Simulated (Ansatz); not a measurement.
Cl$_{2}$F$_{2}$MoS (`[F][Mo]([F])(=[S])([Cl])[Cl]`). Charge 0, multiplicity 1. Correlated methods include outer-core shells of Mo, which these sets cover unevenly. Mo: def2 effective core potential.

```tsv
atom	x (Å)	y (Å)	z (Å)
F1	-1.2902	1.3884	-0.0528
Mo2	-0.0141	0.0575	-0.0534
F3	-0.4521	-0.0678	-1.8402
S4	1.8078	1.0117	0.0234
Cl5	0.5171	-2.1381	-0.1962
Cl6	-0.5686	-0.2517	2.1192
```

(1) Give the diagnostics of a CCSD(T)/def2-TZVPP run (frozen core, the Gaussian-basis code of Ansatz). (Best estimate.)

## Answers

(1) The calculation gave: T1 = 0.0236, largest single amplitude 0.062, largest double 0.048, (T) share of the correlation energy 5.7 %, 15 CCSD cycles. The RHF solution is unstable towards an unrestricted one. T1 lies over the customary mark of 0.02 for closed shells; compounds of d metals often pass it without a breakdown.
